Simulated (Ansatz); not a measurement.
Cartesian coordinates in Å:
```
C 0.103 1.607 0.439
C 1.015 0.453 0.048
Ge 0.048 -1.024 -0.816
N -1.330 -1.717 0.198
H -0.679 1.280 1.130
H -0.395 2.038 -0.435
H 0.655 2.412 0.931
H 1.527 0.049 0.926
H 1.797 0.789 -0.641
H -0.606 -0.519 -2.117
H 1.009 -2.193 -1.105
H -1.047 -2.098 1.090
H -2.096 -1.076 0.352
```

The species carries charge 0 and has multiplicity 1.

Question: List the ωB97M-V/def2-TZVPP orbital energies in eV (Ansatz). (Estimate.)

Answer: Ansatz gave: Occupied: -10866.16, -1361.97, -1209.70, -1209.70, -1209.69, -393.87, -281.27, -281.24, -173.79, -123.05, -123.04, -123.01, -35.91, -35.86, -35.82, -35.78, -35.77, -25.94, -23.92, -20.05, -17.38, -15.69, -15.02, -14.31, -13.13, -12.50, -12.07, -11.34, -10.98, -9.28. Lowest empty: 2.08, 2.87, 3.48, 3.57, 4.02, 4.19, 4.45, 4.56.
